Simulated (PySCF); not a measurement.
C2H4F2Si, SMILES C(/[SiH3])(=C/F)F. Atoms are numbered in the order given.

```xyz
9

F      1.0327     1.8156     0.0000
C     -0.2287     1.3753     0.0000
C     -0.5132     0.0686     0.0000
F     -1.8271    -0.2718     0.0000
Si     0.6881    -1.3870     0.0000
H     -0.9842     2.1671     0.0000
H      2.0828    -0.8767     0.0000
H      0.4343    -2.2148     1.2118
H      0.4343    -2.2148    -1.2118
```

Geometry optimised at B3LYP-D3(BJ)/def2-SVP. The structure was generated by enumeration; whether it is a known compound was not checked.

Calculation: TDA-B3LYP/def2-SVPD (PySCF).

Vertical excitations. Isolated molecule, no solvent. State labels are in the subgroup Cs.

Q: List the lowest excited states. (Estimate from the structure and the level; the computed values follow.)

A: 
```json
[
 {"state": "S1", "symmetry": "A\"", "energy (eV)": "6.37", "λ (nm)": "195", "f": "0.000", "main pairs": "HOMO→LUMO+1 86 %"},
 {"state": "S2", "symmetry": "A\"", "energy (eV)": "6.76", "λ (nm)": "183", "f": "0.002", "main pairs": "HOMO→LUMO+2 88 %"},
 {"state": "S3", "symmetry": "A'", "energy (eV)": "6.92", "λ (nm)": "179", "f": "0.395", "main pairs": "HOMO→LUMO 82 %"},
 {"state": "S4", "symmetry": "A\"", "energy (eV)": "7.08", "λ (nm)": "175", "f": "0.001", "main pairs": "HOMO→LUMO+3 84 %"},
 {"state": "S5", "symmetry": "A\"", "energy (eV)": "7.42", "λ (nm)": "167", "f": "0.000", "main pairs": "HOMO−1→LUMO 88 %"},
 {"state": "S6", "symmetry": "A\"", "energy (eV)": "7.68", "λ (nm)": "161", "f": "0.009", "main pairs": "HOMO→LUMO+4 96 %"},
 {"state": "S7", "symmetry": "A\"", "energy (eV)": "7.82", "λ (nm)": "158", "f": "0.006", "main pairs": "HOMO→LUMO+6 97 %"},
 {"state": "S8", "symmetry": "A'", "energy (eV)": "8.06", "λ (nm)": "154", "f": "0.097", "main pairs": "HOMO→LUMO+5 77 %, HOMO−3→LUMO 13 %"},
 {"state": "S9", "symmetry": "A\"", "energy (eV)": "8.12", "λ (nm)": "153", "f": "0.006", "main pairs": "HOMO−2→LUMO 96 %"},
 {"state": "S10", "symmetry": "A'", "energy (eV)": "8.43", "λ (nm)": "147", "f": "0.001", "main pairs": "HOMO−3→LUMO 77 %"},
 {"state": "T1", "symmetry": "A'", "energy (eV)": "4.01", "λ (nm)": "309", "f": "0", "main pairs": "HOMO→LUMO 95 %"},
 {"state": "T2", "symmetry": "A\"", "energy (eV)": "6.04", "λ (nm)": "205", "f": "0", "main pairs": "HOMO→LUMO+1 80 %"},
 {"state": "T3", "symmetry": "A\"", "energy (eV)": "6.66", "λ (nm)": "186", "f": "0", "main pairs": "HOMO→LUMO+2 87 %"},
 {"state": "T4", "symmetry": "A\"", "energy (eV)": "6.82", "λ (nm)": "182", "f": "0", "main pairs": "HOMO−1→LUMO 85 %"}
]
```
Triplets are in the Tamm–Dancoff approximation.
